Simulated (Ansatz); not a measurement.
Steps of a relaxation of CH₆AlBOSi (`C[SiH2][B]1[O][AlH]1`) with RKS PBE-D4/def2-SVP.

```sh
$ ansatz run in.yaml --threads 4 --pin off --events-out ev --progress --plain --max-ram 10444MiB
```

```yaml
crystal:
  periodic: [false, false, false]
  atoms:
    - {symbol: C, position_ang: [-0.917700, 0.988000, 0.847400]}
    - {symbol: Si, position_ang: [0.819900, 0.518100, 0.700100]}
    - {symbol: B, position_ang: [0.907100, -1.135900, -0.310000]}
    - {symbol: O, position_ang: [0.626100, -2.555400, -0.498000]}
    - {symbol: Al, position_ang: [0.189400, -1.912700, -2.104800]}
    - {symbol: H, position_ang: [-1.538400, 0.258600, 1.362600]}
    - {symbol: H, position_ang: [-1.009600, 1.985400, 1.407300]}
    - {symbol: H, position_ang: [-1.348100, 1.194100, -0.187500]}
    - {symbol: H, position_ang: [1.386100, 0.342800, 2.089100]}
    - {symbol: H, position_ang: [1.582100, 1.568900, 0.021600]}
    - {symbol: H, position_ang: [-0.631400, -1.308900, -3.307200]}
basis:
  gaussian: {orbitals: def2-SVP}
hamiltonian: {xc: pbe, dispersion: d4}
relax: {f_tol: 0.03, max_steps: 200}
```

Positions (Å) and forces (eV/Å) along the path, 11 of 16 steps:

```xyz
11
step=1 energy=-18311.1713 eV
C    -0.918    0.988    0.847   -1.829    2.214   -0.698
Si    0.820    0.518    0.700    1.800   -1.061    1.427
B     0.907   -1.136   -0.310   -0.939   -2.225   -2.750
O     0.626   -2.555   -0.498    0.096    0.574    1.145
Al    0.189   -1.913   -2.105    0.872    2.445    0.986
H    -1.538    0.259    1.363   -0.380   -0.470    0.269
H    -1.010    1.985    1.407    0.135   -0.956   -0.438
H    -1.348    1.194   -0.188    0.181   -0.277    0.795
H     1.386    0.343    2.089    0.065    0.349    0.265
H     1.582    1.569    0.022    0.419    0.484   -0.401
H    -0.631   -1.309   -3.307   -0.420   -1.077   -0.601
11
step=5 energy=-18312.8964 eV
C    -0.921    1.012    0.877    0.094    0.000    0.038
Si    0.917    0.485    0.860   -0.068    0.085   -0.017
B     0.843   -1.091   -0.377   -0.238   -0.551    0.064
O     0.445   -2.347   -0.628    0.171    0.678    0.014
Al    0.220   -1.383   -2.281   -0.356   -0.019   -0.609
H    -1.555    0.255    1.381    0.024    0.006    0.016
H    -1.026    1.974    1.416   -0.028    0.024    0.017
H    -1.300    1.154   -0.156    0.026   -0.001    0.013
H     1.434    0.386    2.275    0.000   -0.084   -0.002
H     1.706    1.539    0.127    0.058   -0.009    0.090
H    -0.698   -2.041   -3.474    0.319   -0.129    0.375
11
step=6 energy=-18312.9930 eV
C    -0.915    1.035    0.897    0.002    0.251    0.190
Si    0.920    0.512    0.876   -0.233   -0.203   -0.187
B     0.712   -1.033   -0.409    0.430    0.252    0.270
O     0.503   -2.297   -0.701   -0.116   -0.137   -0.070
Al    0.116   -1.337   -2.334   -0.319    0.003   -0.505
H    -1.523    0.305    1.472    0.069    0.005    0.002
H    -1.038    2.030    1.371   -0.046   -0.002   -0.004
H    -1.332    1.089   -0.131    0.088    0.020    0.018
H     1.430    0.308    2.283   -0.026   -0.067   -0.028
H     1.793    1.543    0.200   -0.073   -0.044    0.046
H    -0.601   -2.213   -3.505    0.225   -0.077    0.267
11
step=8 energy=-18313.1185 eV
C    -0.932    1.132    0.976    0.009    0.000   -0.005
Si    0.858    0.497    0.843   -0.038    0.079    0.052
B     0.704   -0.995   -0.502   -0.074    0.217    0.109
O     0.576   -2.250   -0.812    0.065   -0.225   -0.028
Al    0.003   -1.323   -2.446   -0.113   -0.275   -0.349
H    -1.546    0.386    1.524   -0.008    0.053   -0.017
H    -1.000    2.103    1.510    0.053   -0.075   -0.020
H    -1.363    1.258   -0.040    0.032    0.015    0.084
H     1.399    0.136    2.210   -0.030   -0.025   -0.091
H     1.760    1.539    0.233   -0.003   -0.001    0.024
H    -0.393   -2.539   -3.476    0.108    0.236    0.242
11
step=9 energy=-18313.1537 eV
C    -0.946    1.187    1.030    0.057    0.036    0.022
Si    0.812    0.505    0.816   -0.049   -0.025   -0.004
B     0.634   -0.948   -0.576    0.022   -0.308   -0.101
O     0.683   -2.226   -0.862   -0.018    0.288   -0.026
Al   -0.040   -1.431   -2.508    0.005   -0.171   -0.001
H    -1.592    0.448    1.547    0.027    0.021   -0.024
H    -0.939    2.122    1.626   -0.026    0.007    0.000
H    -1.385    1.401    0.034   -0.019    0.033    0.027
H     1.369    0.038    2.138   -0.005   -0.036   -0.005
H     1.750    1.551    0.269   -0.042    0.007   -0.019
H    -0.279   -2.703   -3.494    0.049    0.149    0.130
11
step=11 energy=-18313.1663 eV
C    -0.949    1.217    1.051   -0.036    0.036   -0.009
Si    0.784    0.492    0.801   -0.005   -0.012    0.014
B     0.617   -0.959   -0.594   -0.001   -0.043    0.009
O     0.753   -2.223   -0.894   -0.003    0.055   -0.036
Al   -0.065   -1.467   -2.507    0.003   -0.041    0.016
H    -1.611    0.477    1.544    0.007    0.008   -0.006
H    -0.919    2.129    1.680    0.018   -0.018   -0.003
H    -1.395    1.481    0.070    0.010    0.008    0.024
H     1.350    0.002    2.112    0.001   -0.009   -0.007
H     1.725    1.529    0.244   -0.005    0.010   -0.007
H    -0.225   -2.736   -3.485    0.012    0.006    0.004
11
step=12 energy=-18313.1702 eV
C    -0.954    1.248    1.074   -0.065    0.037   -0.004
Si    0.755    0.483    0.789    0.009    0.009    0.003
B     0.592   -0.964   -0.612    0.038   -0.237   -0.068
O     0.824   -2.215   -0.926   -0.073    0.280    0.000
Al   -0.093   -1.518   -2.513    0.030   -0.060    0.060
H    -1.637    0.509    1.539   -0.001    0.018   -0.003
H    -0.891    2.132    1.743    0.014   -0.052   -0.029
H    -1.400    1.571    0.109    0.040   -0.018    0.050
H     1.338   -0.031    2.084   -0.012    0.005   -0.003
H     1.699    1.518    0.231    0.016   -0.002   -0.010
H    -0.168   -2.790   -3.497    0.004    0.020    0.004
11
step=13 energy=-18313.1720 eV
C    -0.955    1.256    1.081   -0.038    0.035   -0.010
Si    0.748    0.483    0.783    0.000   -0.003    0.011
B     0.582   -0.966   -0.617   -0.005   -0.048   -0.015
O     0.839   -2.207   -0.933   -0.019    0.068   -0.028
Al   -0.110   -1.539   -2.509    0.025   -0.027    0.028
H    -1.647    0.518    1.536    0.004    0.010   -0.002
H    -0.879    2.126    1.765    0.004   -0.035   -0.021
H    -1.398    1.599    0.123    0.025   -0.014    0.034
H     1.331   -0.036    2.076   -0.002    0.005   -0.004
H     1.695    1.512    0.220    0.009    0.001   -0.002
H    -0.140   -2.803   -3.506   -0.004    0.008    0.010
11
step=14 energy=-18313.1729 eV
C    -0.957    1.257    1.073    0.017   -0.027    0.050
Si    0.746    0.479    0.791   -0.031    0.002   -0.003
B     0.583   -0.962   -0.617    0.019    0.042    0.007
O     0.911   -2.176   -0.969   -0.002   -0.040   -0.028
Al   -0.155   -1.557   -2.482    0.003   -0.009    0.011
H    -1.657    0.520    1.518    0.010    0.015   -0.013
H    -0.882    2.122    1.762   -0.006    0.013    0.008
H    -1.384    1.606    0.113   -0.014    0.011   -0.032
H     1.317   -0.045    2.087    0.003   -0.003    0.001
H     1.705    1.505    0.239   -0.001   -0.004   -0.002
H    -0.161   -2.806   -3.496    0.001   -0.001    0.002
11
step=15 energy=-18313.1731 eV
C    -0.959    1.264    1.078    0.018   -0.031    0.018
Si    0.739    0.476    0.790   -0.006    0.006   -0.002
B     0.587   -0.960   -0.624    0.015   -0.057   -0.009
O     0.941   -2.166   -0.986   -0.029    0.068    0.000
Al   -0.171   -1.573   -2.475    0.017   -0.012    0.015
H    -1.666    0.528    1.510    0.006    0.008   -0.009
H    -0.881    2.120    1.776    0.000    0.012    0.006
H    -1.379    1.627    0.119   -0.015    0.011   -0.020
H     1.309   -0.052    2.085    0.003   -0.006    0.001
H     1.704    1.499    0.241   -0.005    0.003    0.003
H    -0.159   -2.818   -3.493   -0.004    0.000   -0.002
11
step=16 energy=-18313.1732 eV
C    -0.959    1.265    1.079    0.006   -0.010    0.001
Si    0.738    0.477    0.789   -0.001    0.003    0.001
B     0.586   -0.961   -0.624    0.002   -0.003   -0.008
O     0.939   -2.167   -0.984   -0.009    0.011   -0.002
Al   -0.163   -1.574   -2.479    0.002   -0.007    0.008
H    -1.667    0.528    1.509    0.000    0.003   -0.002
H    -0.880    2.119    1.781    0.000    0.001   -0.001
H    -1.380    1.632    0.122   -0.001    0.001    0.000
H     1.310   -0.054    2.081    0.000    0.000    0.001
H     1.701    1.501    0.239    0.000   -0.001    0.001
H    -0.160   -2.823   -3.493    0.002    0.002    0.000
```

It took 37 s on 4 threads of an Arm Neoverse N1 on a shared host, with 0.18 GiB of host memory at the peak.
